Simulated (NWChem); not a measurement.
System: CH5Cl2FSi2; SMILES FC[Si@H](Cl)[SiH2]Cl

The following NWChem deck was run.

```
start job
memory heap 200 mb stack 900 mb global 1100 mb
geometry units angstroms noautoz
  F      1.582279     2.606572     0.474919
  C      1.488417     1.244475     0.317022
  Si    -0.048119     0.778772    -0.693179
  Cl    -1.756714     1.311050     0.356288
  Si    -0.082905    -1.551474    -0.985963
  Cl     0.404096    -2.372908     0.864041
  H      1.449966     0.754684     1.305977
  H      2.393504     0.870625    -0.198694
  H     -0.050902     1.515272    -1.989918
  H     -1.426778    -2.046423    -1.397507
  H      0.939789    -2.001845    -1.976724
end
basis spherical
  * library def2-tzvp
end
dft
  xc xpbe96 cpbe96
  iterations 150
  semidirect filesize 400000000
  mulliken
end
task dft energy
```

Parts of the log:

```
             Northwest Computational Chemistry Package (NWChem) 7.3.0
             --------------------------------------------------------

 C1  symmetry detected

                             Geometry "geometry" -> ""
                             -------------------------

 Output coordinates in angstroms (scale by  1.889725989 to convert to a.u.)

  No.       Tag          Charge          X              Y              Z
 ---- ---------------- ---------- -------------- -------------- --------------
    1 F                    9.0000     1.66491459     2.56327940     0.23423972
    2 C                    6.0000     1.52337639     1.20181994     0.10996231
    3 Si                  14.0000    -0.14386578     0.75811250    -0.67855242
    4 Cl                  17.0000    -1.68513527     1.33967756     0.58250594
    5 Si                  14.0000    -0.26441907    -1.57405135    -0.93046045
    6 Cl                  17.0000     0.44984264    -2.38445380     0.84929141
    7 H                    1.0000     1.60815754     0.72446473     1.10210638
    8 H                    1.0000     2.34337783     0.80235483    -0.51688261
    9 H                    1.0000    -0.30584802     1.47943914    -1.97370556
   10 H                    1.0000    -1.66103051    -2.04427292    -1.15115428
   11 H                    1.0000     0.60681608    -2.05808017    -2.04266989

 Effective nuclear repulsion energy (a.u.)     511.4228364762

  pbe96 is a nonlocal functional; adding pw91lda local functional.

                                 NWChem DFT Module
                                 -----------------

 Summary of "ao basis" -> "ao basis" (spherical)
 ------------------------------------------------------------------------------
       Tag                 Description            Shells   Functions and Types
 ---------------- ------------------------------  ------  ---------------------
 F                         def2-tzvp                11       31   5s3p2d1f
 C                         def2-tzvp                11       31   5s3p2d1f
 Si                        def2-tzvp                13       37   5s5p2d1f
 Cl                        def2-tzvp                13       37   5s5p2d1f
 H                         def2-tzvp                 4        6   3s1p

            General Information
            -------------------
          SCF calculation type: DFT
          Wavefunction type:  closed shell.
          No. of atoms     :    11
          No. of electrons :    82
           Alpha electrons :    41
            Beta electrons :    41
          Charge           :     0
          Spin multiplicity:     1
          Use of symmetry is: off; symmetry adaption is: off
          Maximum number of iterations: 150
          AO basis - number of functions:   240
                     number of shells:    94
          Convergence on energy requested:  1.00D-06
          Convergence on density requested:  1.00D-05
          Convergence on gradient requested:  5.00D-04

              XC Information
              --------------
          PerdewBurkeErnzerhof Exchange Functional  1.000
            Perdew 1991 LDA Correlation Functional  1.000 local
           PerdewBurkeErnz. Correlation Functional  1.000 non-local

             Grid Information
             ----------------
          Grid used for XC integration:  medium
          Radial quadrature: Mura-Knowles
          Angular quadrature: Lebedev.
          Tag              B.-S. Rad. Rad. Pts. Rad. Cut. Ang. Pts.
          ---              ---------- --------- --------- ---------
          F                   0.50       49          14.0       434
          C                   0.70       49          12.0       434
          Si                  1.10       88          11.0       590
          Cl                  1.00       88          12.0       590
          H                   0.35       45          12.0       434
          Grid pruning is: on
          Number of quadrature shells:   675
          Spatial weights used:  Erf1

      Superposition of Atomic Density Guess
      -------------------------------------

 Sum of atomic energies:       -1636.21465078

      Non-variational initial energy
      ------------------------------

 Total energy =   -1638.042146
 1-e energy   =   -3283.412350
 2-e energy   =    1133.947367
 HOMO         =      -0.294101
 LUMO         =       0.014012

------------------------------------------------------------
EAF file 0: "./job.aoints.0" size=1037041664 bytes
------------------------------------------------------------
               write      read    awrite     aread      wait
               -----      ----    ------     -----      ----
     calls:     1978         0         0         0         0
   data(b): 1.04e+09  0.00e+00  0.00e+00  0.00e+00
   time(s): 0.00e+00  0.00e+00  0.00e+00  0.00e+00  0.00e+00
rate(mb/s): 0.00e+00  0.00e+00
------------------------------------------------------------

     ---------------------------------------------
      Total Density - Mulliken Population Analysis
     ---------------------------------------------

    Atom       Charge   Shell Charges
 -----------   ------   -------------------------------------------------------
    1 F    9     9.38   0.77  1.20  0.61  1.00  0.31  2.33  2.31  0.83  0.00  0.01  0.00
    2 C    6     6.06   0.86  1.12  0.53  0.68  0.11  1.07  1.26  0.32  0.02  0.07  0.01
    3 Si  14    13.39   2.00  0.59  1.39  0.87  0.45  4.11  1.73  0.48  1.17  0.32  0.10  0.15  0.03
    4 Cl  17    17.41   2.01  0.45  1.52  1.11  0.84  4.19  1.69  1.11  2.97  1.51  0.00  0.02  0.00
    5 Si  14    13.52   2.00  0.59  1.39  0.87  0.46  4.11  1.73  0.48  1.23  0.42  0.08  0.12  0.02
    6 Cl  17    17.41   2.01  0.45  1.52  1.11  0.84  4.19  1.69  1.11  2.96  1.51  0.00  0.02  0.00
    7 H    1     0.86   0.24  0.45  0.15  0.02
    8 H    1     0.86   0.24  0.45  0.15  0.02
    9 H    1     1.04   0.23  0.54  0.27  0.01
   10 H    1     1.04   0.22  0.54  0.26  0.01
   11 H    1     1.04   0.23  0.54  0.27  0.01

   convergence    iter        energy       DeltaE   RMS-Dens  Diis-err
 ---------------- ----- ----------------- --------- --------- ---------
 d= 0,ls=0.0,diis     1  -1639.5842037593 -2.15D+03  5.98D-03  2.67D+00
 d= 0,ls=0.0,diis     2  -1639.3949299203  1.89D-01  5.16D-03  2.85D+00
 d= 0,ls=0.0,diis     3  -1639.6203123052 -2.25D-01  1.65D-03  9.53D-01
 d= 0,ls=0.0,diis     4  -1639.7082756344 -8.80D-02  5.44D-04  1.96D-02
 d= 0,ls=0.0,diis     5  -1639.7099611573 -1.69D-03  2.21D-04  6.92D-03
  Resetting Diis
 d= 0,ls=0.0,diis     6  -1639.7107426931 -7.82D-04  4.92D-05  2.86D-04
 d= 0,ls=0.0,diis     7  -1639.7107667601 -2.41D-05  3.57D-05  2.46D-05
 d= 0,ls=0.0,diis     8  -1639.7107616796  5.08D-06  2.18D-05  6.85D-05
 d= 0,ls=0.0,diis     9  -1639.7107698927 -8.21D-06  2.42D-06  1.21D-06
 d= 0,ls=0.0,diis    10  -1639.7107700011 -1.08D-07  6.22D-07  1.11D-07

         Total DFT energy =    -1639.710770001052
      One electron energy =    -3287.266911536558
           Coulomb energy =     1251.449341921802
    Exchange-Corr. energy =     -115.316036862486
 Nuclear repulsion energy =      511.422836476190

 Numeric. integr. density =       81.999989290026

                       DFT Final Molecular Orbital Analysis
                       ------------------------------------

 Vector   39  Occ=2.000000D+00  E=-2.884676D-01
              MO Center=  1.5D-01, -2.1D+00,  1.6D-01, r^2= 3.3D+00
   Bfn.  Coefficient  Atom+Function         Bfn.  Coefficient  Atom+Function
  ----- ------------  ---------------      ----- ------------  ---------------
   188      0.424442   6 Cl px              191      0.275705   6 Cl px
   185      0.201263   6 Cl px              190     -0.175782   6 Cl pz
   179     -0.165296   6 Cl px              230      0.134264  10 H  s
   236     -0.134436  11 H  s               237     -0.122452  11 H  s
   151     -0.119140   5 Si px              231      0.114409  10 H  s

 Vector   40  Occ=2.000000D+00  E=-2.740031D-01
              MO Center= -1.5D-01,  1.1D+00, -6.7D-02, r^2= 5.0D+00
   Bfn.  Coefficient  Atom+Function         Bfn.  Coefficient  Atom+Function
  ----- ------------  ---------------      ----- ------------  ---------------
   116      0.216301   4 Cl pz              115     -0.188316   4 Cl py
     6     -0.179397   1 F  px              114      0.179372   4 Cl px
    37      0.157402   2 C  px              224      0.149914   9 H  s
   119      0.148588   4 Cl pz                9     -0.141281   1 F  px
   189      0.137040   6 Cl py              225      0.135098   9 H  s

 Vector   41  Occ=2.000000D+00  E=-2.525882D-01
              MO Center=  2.9D-02,  5.3D-02, -2.0D-01, r^2= 5.6D+00
   Bfn.  Coefficient  Atom+Function         Bfn.  Coefficient  Atom+Function
  ----- ------------  ---------------      ----- ------------  ---------------
   152     -0.228636   5 Si py               78      0.218489   3 Si py
   189      0.213013   6 Cl py              115     -0.208286   4 Cl py
     6      0.159279   1 F  px              192      0.158042   6 Cl py
   118     -0.148809   4 Cl py               37     -0.144198   2 C  px
   141     -0.144059   5 Si s                 9      0.124799   1 F  px

 Vector   42  Occ=0.000000D+00  E=-6.772207D-02
              MO Center= -2.1D-01, -9.6D-01, -7.9D-01, r^2= 4.7D+00
   Bfn.  Coefficient  Atom+Function         Bfn.  Coefficient  Atom+Function
  ----- ------------  ---------------      ----- ------------  ---------------
   156      0.499729   5 Si pz               36     -0.446578   2 C  s
   178     -0.369713   6 Cl s               153      0.296354   5 Si pz
    67      0.250247   3 Si s                82      0.245887   3 Si pz
   193      0.240124   6 Cl pz              141      0.234140   5 Si s
   155     -0.191114   5 Si py               81      0.189614   3 Si py

[...]
```

Level: PBE/def2-TZVP. Coordinates come from a PBE0/def2-SVP optimisation.
